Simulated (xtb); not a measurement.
A geometry relaxed with xtb with GFN2-xTB, charge 0, multiplicity 1:

```xyz
9

H     -1.7858     0.4412    -0.7506
H      2.5393     0.4539     0.0280
H     -1.8090     0.3703     1.0175
C     -1.3632    -0.0536     0.1225
C      0.1178     0.1951     0.1400
S      2.4369    -0.6541    -0.7335
H     -1.5670    -1.1180     0.0529
O      0.6792     1.1005     0.6989
O      0.7516    -0.7354    -0.5756
```

Q: Write the SMILES of this molecule.

A: `CC(=O)OS`
